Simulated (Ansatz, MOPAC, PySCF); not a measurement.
System: AsF2, net charge 0, doublet state. SMILES: F[As]F
Structure (B3LYP-D3(BJ)/def2-TZVP (Ansatz, a first-principles code) minimum search):
```
As
F 1 1.7444
F 1 1.7444 2 96.75
```
Charge 0, spin multiplicity 2.

Unscaled harmonic wavenumbers (cm⁻¹) in rising order, each level at the stationary point that it reaches from this structure (no distance between atoms moves by over 0.3 Å); the order of modes can differ between levels, and a negative number is imaginary. B3LYP-D3(BJ)/def2-TZVP (PySCF, at the structure above): 262, 665, 696.

AM1 (MOPAC): 247, 849, 873. Zero-point energy 2.8 against 2.3 kcal/mol; where all levels lie over 400 cm⁻¹, the wavenumbers are on average 1.265 times those of B3LYP-D3(BJ)/def2-TZVP.

PM6 (MOPAC): 193, 655, 659. Zero-point energy 2.2 against 2.3 kcal/mol; where all levels lie over 400 cm⁻¹, the wavenumbers are on average 0.965 times those of B3LYP-D3(BJ)/def2-TZVP.

HF/3-21G (Ansatz): 303, 807, 822. Zero-point energy 2.8 against 2.3 kcal/mol; where all levels lie over 400 cm⁻¹, the wavenumbers are on average 1.197 times those of B3LYP-D3(BJ)/def2-TZVP.

HF/6-31G* with LANL2DZ past Ar (Ansatz): 300, 723, 755. Zero-point energy 2.5 against 2.3 kcal/mol; where all levels lie over 400 cm⁻¹, the wavenumbers are on average 1.086 times those of B3LYP-D3(BJ)/def2-TZVP.
